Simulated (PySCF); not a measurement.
An unknown shows these calculated signals:

¹H NMR (300 MHz, computed): δ 6.70 (dd, J = 16.5, 9.8 Hz, 1H), 4.29 (br, 1H), 3.92 (d, J = 9.8 Hz, 1H), 3.79 (d, J = 16.5 Hz, 1H), 3.53 (m, 2H), 3.26 (m, 2H), 2.56 (br s, 1H).

¹³C{¹H} NMR (computed): δ 149.1 (CH), 89.3 (CH2), 46.8 (CH2), 46.6 (CH2).

- J couplings at B3LYP/pcJ-1 (spin–dipole term only in couplings to heteroatoms)
- PBE0-D3(BJ)/def2-SVP structure
- shieldings: GIAO CAM-B3LYP/pcSseg-1
- run in PySCF
- relativity neglected, one averaged value for each set of equivalent atoms, gas phase, one conformer

Referencing at the same level of theory: TMS for ¹H (σref 31.33), ¹³C (σref 182.45).

Problem. Which of these does the molecule contain: a CF3 group, a non-aromatic C=C double bond, a Si–H bond, an NH or NH2 group, a Si–CH3 group, a vinyl group CH=CH2?

Solution. 
- A CF3 group: no.
- A non-aromatic C=C double bond: yes.
- A Si–H bond: no.
- An NH or NH2 group: yes (δH 2.56 (br s)).
- A Si–CH3 group: no.
- A vinyl group CH=CH2: yes (δC 89.3, 149.1; δH 3.79 (d), 3.92 (d), 6.70 (dd)).

The data belong to `C=CN1BNCC1`, C₄H₉BN₂; they needn't prove each group on their own.

Carbon signals by region: 1 in the sp2 and nitrile region (100–160 ppm), 1 at 50–100 ppm, 2 below 50 ppm.

Exchangeable OH/NH protons stand at their gas-phase positions; hydrogen bonding in a real sample shifts them, mostly to higher δ. Hydrogens on boron are broadened and split by ¹¹B (spin 3/2, 80 %) and 10B (spin 3). Splittings below 1 Hz are ignored in the labels, and close J values are merged. Couplings among chemically equivalent protons are left out too, so labels in AA′BB′ or AA′XX′ sets are apparent multiplicities. Unscaled 3J(H,H) at this level run about 10 % above measured values. Shifts are as computed, not scaled to solution data. Of 1211 compounds with measured shifts, 218 miss one by over three times the rms of a fit or turn the order of signals round; such compounds aren't used in these exercises. Couplings to exchangeable protons are dropped. 3J across rotatable bonds or in flexible rings reflects this conformer alone.
